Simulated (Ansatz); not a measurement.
`[F][AlH][F]` + HBr → `[F][AlH][Br]` + H–F at 298.15 K and 1 bar (ligand exchange at the Al–F bond).

Calculated with Ansatz (gas phase, PBE0-D4/def2-TZVP geometries, no zero-point term in ΔE). CBS: MP2 limit from def2 TZ/QZ plus the TZ coupled-cluster correction, frozen cores. This one scheme is used for every species. For Br outer-core shells are correlated without core-valence functions, which leaves a few kJ/mol of doubt a bond. Scalar relativity is left out up to krypton.

```
       species  CCSD(T)/CBS energy (Eh)  H − E (kJ/mol)  S (J/(mol·K))
 `[F][AlH][F]`               -442.35155            43.3          264.7
           HBr              -2573.91920            24.6          198.6
`[F][AlH][Br]`              -2915.86674            40.8          294.2
           H–F               -100.39570            33.5          173.6
```

H − E and S are ideal-gas, rigid-rotor, harmonic terms from PBE0-D4/def2-TZVP. 1 Eh = 2625.50 kJ/mol, R = 8.31446 J/(mol·K).

Q: By hand: ΔE, ΔH, ΔS and ΔG.

A: ΔE = (-2915.86674) + (-100.39570) − (-442.35155) − (-2573.91920) = 0.00831 Eh = 21.8 kJ/mol. Δ(H − E) = 40.8 + 33.5 − 43.3 − 24.6 = 6.4, so ΔH = 28.2 kJ/mol. ΔS = 294.2 + 173.6 − 264.7 − 198.6 = 4.5 J/(mol·K). ΔG = 28.2 − 298.15 × (4.5)/1000 = 26.9 kJ/mol.

Q: By hand: the equilibrium constant, and the temperature at which ΔG would vanish if ΔH and ΔS stayed fixed.

A: log₁₀ K = −ΔG/(RT ln 10) = -4.7. ΔG = 0 at ΔH/ΔS = 6267 K, far beyond where these terms or the molecules hold.

The number of gas molecules stays the same, so ΔS is small and ΔH decides. A doubt of 5 kJ/mol in ΔE shifts log₁₀ K by 0.9 here. These are equilibria of isolated gas molecules and say nothing of rates. Largest T1 diagnostic: 0.013 (customary marks: 0.02 for closed shells, 0.045 for open ones).
